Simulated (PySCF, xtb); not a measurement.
B(All)(H)2 (C3H7B), SMILES BCC=C. One conformer was computed; it need not be the lowest.

Harmonic wavenumbers (cm⁻¹) from GFN2-xTB in xtb at its own minimum, in rising order: 90, 144, 295, 399, 588, 626, 790, 862, 887, 927, 1000, 1019, 1055, 1171, 1194, 1250, 1301, 1412, 1436, 1717, 2641, 2678, 2893, 2970, 3052, 3093, 3120.

Q: What does PBE-D3(BJ)/def2-SVP in PySCF give at its own minimum? (An estimate is asked for; the answer gives what the named calculation found.)

A: 95, 270, 289, 385, 476, 607, 760, 884, 904, 959, 983, 993, 1067, 1156, 1162, 1242, 1269, 1308, 1387, 1672, 2500, 2592, 2786, 3023, 3065, 3074, 3168. Paired by order, the mean absolute difference is 44 cm⁻¹ and the zero-point energies are 55.2 and 54.4 kcal/mol.
